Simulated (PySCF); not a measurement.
Mapped SMILES: `[SiH3:1][O:2][C:3]1=[CH:4][CH:5]=[CH:6]/[C:7]1=[CH:8]\[Cl:9]`. Hydrogens are named by the atom that carries them.

PySCF 2.14 calculation with coordinates at the GFN2-xTB level and PBE0/pcSseg-1 with gauge-including orbitals; relativity neglected, one conformer, averaged over atoms made equivalent by symmetry, fast rotation or ring inversion, isolated molecule.

**Question.** Predict the 2D correlation tables (HSQC, COSY, HMBC).

**Answer.** 

HSQC (one-bond C–H):
```
          δH          δC
7.14 (H(C8))  141.9 (C8)
6.47 (H(C5))  140.1 (C5)
6.14 (H(C6))  115.0 (C6)
5.30 (H(C4))  107.9 (C4)
```

COSY cross peaks (H two or three bonds apart, from the bond graph; peaks can be absent where the dihedral angle is near 90°):
```
          δH            δH
6.47 (H(C5))  6.14 (H(C6))
6.47 (H(C5))  5.30 (H(C4))
```

HMBC (two and three bonds, from the bond graph):
```
           δH                                                          δC
 7.14 (H(C8))                          159.3 (C3), 148.9 (C7), 115.0 (C6)
 6.47 (H(C5))              159.3 (C3), 148.9 (C7), 115.0 (C6), 107.9 (C4)
 6.14 (H(C6))  159.3 (C3), 148.9 (C7), 141.9 (C8), 140.1 (C5), 107.9 (C4)
 5.30 (H(C4))              159.3 (C3), 148.9 (C7), 140.1 (C5), 115.0 (C6)
5.05 (H(Si1))                                                  159.3 (C3)
```

δ = σ(ref) − σ, references computed at the same level: ¹H (σ = 31.72 ppm), ¹³C (σ = 186.93 ppm) vs TMS.

Carbons that carry Cl, above all several Cl atoms, come out too deshielded, partly because spin–orbit coupling is missing. Shifts are as computed. Against solution values, carbons near 30 ppm lie about +3 ppm off and those near 130 ppm about +5 ppm; carbons on Cl a further +6 ppm. Of 1309 compounds with measured shifts, 239 miss one by over three times the rms of a fit or turn the order of signals round; such compounds aren't used in these exercises.
